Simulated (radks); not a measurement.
Values are calculated unless marked as measured or tabulated.
Spherical jellium clusters: N electrons in a uniform positive sphere of charge N and radius rs N^(1/3), rs = 5.26 bohr. Level of theory: non-relativistic Kohn-Sham, PBEsol, spin-polarised, spherical densities (a radial shooting solver with Libxc functionals). Levels are named by radial order and angular momentum (1s, 1p, 1d, 2s, ...), and open shells are averaged over m.

N = 5, configuration 1s2 1p(up 3, down 0). This is the lowest configuration that the search found. Occupied levels:

| level | occupation | eigenvalue (eV) | <r> (bohr) |
|---|---|---|---|
| 1s up | 1 | -3.3734 | 6.301 |
| 1s down | 1 | -2.8611 | 5.772 |
| 1p up | 3 | -2.4857 | 7.451 |

Energy (eV): total -8.32213, kinetic 5.8448, external -89.481, Hartree 44.336, exchange-correlation -14.402, background 45.380.

Electron density:

| r (bohr) | n(r) (e/bohr^3) |
|---|---|
| 0.657 | 0.001780 |
| 1.75 | 0.001877 |
| 2.85 | 0.002017 |
| 3.95 | 0.002111 |
| 5.05 | 0.002045 |
| 6.15 | 0.001749 |
| 7.24 | 0.001275 |
| 8.34 | 0.0007725 |
| 9.44 | 0.0003835 |
| 10.5 | 0.0001620 |
| 11.6 | 0.00006321 |
| 12.7 | 0.00002408 |
| 13.8 | 8.935e-06 |
